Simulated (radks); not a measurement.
Results of a calculation; reference values are marked as such.
Spherical quantum dot in the effective-mass picture: electrons in a parabolic well V = omega^2 r^2 / 2 with omega = 0.0505, with a point charge +1 (a donor) at the centre, all in effective atomic units (hartree* = m*/eps^2 hartree, bohr* = eps/m* bohr), one dielectric constant everywhere. Level of theory: non-relativistic Kohn-Sham, PBEsol, spin-polarised, spherical densities (a radial shooting solver with Libxc functionals). Levels are named by radial order and angular momentum (1s, 1p, 1d, 2s, ...), and open shells are averaged over m.

N = 18, configuration 1s2 1p6 1d(up 5, down 3) 2s2. This is the lowest configuration that the search found (a dilute case). Occupied levels:

level    occupation  eigenvalue (hartree*)  <r> (bohr*)
1s down           1                 1.2587        3.703
1s up             1                 1.2587        4.091
2s up             1                 1.2729        12.44
2s down           1                 1.2754        12.66
1p up             3                 1.2764        14.12
1p down           3                 1.2793        13.97
1d up             5                 1.2877        14.82
1d down           3                 1.2909        14.73

Energy (hartree*): total 12.2996, kinetic 0.89568, external 1.8814, Hartree 11.267, exchange-correlation -1.7447.

Electron density:

r (bohr*)  n(r) (e/bohr*^3)
1.96                0.01136
4.06              0.0009162
6.16              0.0002833
8.26              0.0003967
10.4              0.0006418
12.5              0.0008148
14.6              0.0007628
16.7              0.0004846
18.8              0.0001843
20.9             0.00003711
22.9              4.454e-06
25.1              3.105e-07
27.1              1.268e-08
